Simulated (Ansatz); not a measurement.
Program: Ansatz. Geometries: PBE0-D4/def2-TZVP. ΔE: electronic, gas phase. CCSD(T)/CBS adds triple-zeta CCSD(T) − MP2 to the extrapolated MP2 energy (def2 sets, frozen cores). Functionals use def2-TZVPP. B3LYP here is the variant with VWN-RPA as its local correlation; programs differ in this. One conformer a species, not always the lowest.

`[SiH3]C1=C(Cl)B1` + `NC(F)S` → `NC(F)([SiH3])S` + `ClC1=CB1`  (formal exchange of groups at the Si–C bond)

`[SiH3]C1=C(Cl)B1`:

Cartesian coordinates in Å:
```
Si 1.431 -0.199 0.487
C -0.345 0.039 0.020
C -1.180 0.206 -1.024
Cl -1.080 0.305 -2.707
B -1.805 0.192 0.290
H 1.551 -1.483 1.221
H 2.305 -0.224 -0.713
H 1.832 0.918 1.377
H -2.708 0.248 1.048
```

`NC(F)S`:

```xyz
8

N    -1.104   -0.525   -0.280
C    -0.077    0.347    0.121
F    -0.068    1.469   -0.678
S     1.564   -0.448    0.009
H    -0.857   -1.117   -1.060
H    -1.493   -1.061    0.479
H    -0.255    0.683    1.143
H     2.291    0.651    0.265
```

`NC(F)([SiH3])S`:

Cartesian coordinates in Å:
```
N 0.428 -0.821 1.155
C 0.074 -0.542 -0.170
F -0.735 -1.553 -0.745
Si -0.867 1.110 -0.356
S 1.551 -0.558 -1.250
H -0.365 -0.819 1.784
H 0.964 -1.675 1.246
H -1.384 1.209 -1.739
H 0.072 2.219 -0.060
H -1.991 1.135 0.622
H 2.253 0.295 -0.488
```

`ClC1=CB1`:

Z-matrix (Å, degrees):
```
C
C 1 1.340
B 1 1.465 2 63.4
Cl 1 1.688 2 139.5 3 180.0
H 2 1.081 1 140.6 3 -180.0
H 3 1.181 1 154.0 2 -180.0
```

Task: Is it downhill or uphill in electronic energy at CCSD(T)/CBS, and by how much? (An estimate is asked.)

Result: The calculation gave: Uphill: ΔE = +31.6 kJ/mol.

Task: What do these levels give: revPBE-D4, B3LYP-D4, r2SCANh-D4, ωB97M-V, r2SCAN0, CCSD(T)/def2-SVP? (Estimate.)

Result: The calculation gave: revPBE-D4 29.0, B3LYP-D4 32.5, r2SCANh-D4 33.4, ωB97M-V 29.1, r2SCAN0 35.4, CCSD(T)/def2-SVP 28.0 kJ/mol.

Largest T1 diagnostic among the species: 0.013.

Leaving LDA and LC-ωPBE aside and taking each functional with its dispersion term where it has one, the values, not all of them listed here, spread over 7.0 kJ/mol, from revPBE-D4 to PBE-QIDH. LDA lies −6.7 kJ/mol from PBE without D4. At CCSD(T), def2-SVP lies −3.6 kJ/mol from the extrapolated value and def2-TZVPP +1.8 kJ/mol. From PBE to PBE0 (25 % exact exchange), in def2-TZVPP and without D4, ΔE moves by +3.1 kJ/mol.
